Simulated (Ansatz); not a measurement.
`[NH2][Al]([F])[F]` + H₂Te → `[NH2][Al]([F])[TeH]` + H–F at 298.15 K and 1 bar (ligand exchange at the Al–F bond).

Computed with Ansatz on PBE0-D4/def2-TZVP structures; ΔE is electronic, products minus reactants. CCSD(T)/CBS is the MP2 limit (def2-TZVPP, def2-QZVPP) plus CCSD(T) − MP2 in def2-TZVPP, frozen cores. This one scheme is used for every species. def2 core potentials past Kr. For Te outer-core shells are correlated without core-valence functions, which leaves a few kJ/mol of doubt a bond. Each species was taken in one conformer, which may not be the lowest.

```tsv
species	CCSD(T)/CBS energy (Eh)	H − E (kJ/mol)	S (J/(mol·K))
`[NH2][Al]([F])[F]`	-497.71159	98.0	299.0
H₂Te	-268.91024	41.3	228.4
`[NH2][Al]([F])[TeH]`	-666.20158	113.8	356.0
H–F	-100.39570	33.5	173.6
```

H − E and S are ideal-gas, rigid-rotor, harmonic terms from PBE0-D4/def2-TZVP, for one conformer and one mirror image of each species. 1 Eh = 2625.50 kJ/mol, R = 8.31446 J/(mol·K).

By hand: ΔE, ΔH, ΔS and ΔG.

ΔE = (-666.20158) + (-100.39570) − (-497.71159) − (-268.91024) = 0.02455 Eh = 64.5 kJ/mol. Δ(H − E) = 113.8 + 33.5 − 98.0 − 41.3 = 8.0, so ΔH = 72.5 kJ/mol. ΔS = 356.0 + 173.6 − 299.0 − 228.4 = 2.2 J/(mol·K). ΔG = 72.5 − 298.15 × (2.2)/1000 = 71.8 kJ/mol.

By hand: the equilibrium constant, and the temperature at which ΔG would vanish if ΔH and ΔS stayed fixed.

log₁₀ K = −ΔG/(RT ln 10) = -12.6. ΔG = 0 at ΔH/ΔS = 32955 K, far beyond where these terms or the molecules hold.

The number of gas molecules stays the same, so ΔS is small and ΔH decides. A doubt of 5 kJ/mol in ΔE shifts log₁₀ K by 0.9 here. Other conformers and mirror images would add mixing entropy, several J/(mol·K) or more a flexible species. These are equilibria of isolated gas molecules and say nothing of rates. Largest T1 diagnostic: 0.012 (customary marks: 0.02 for closed shells, 0.045 for open ones).
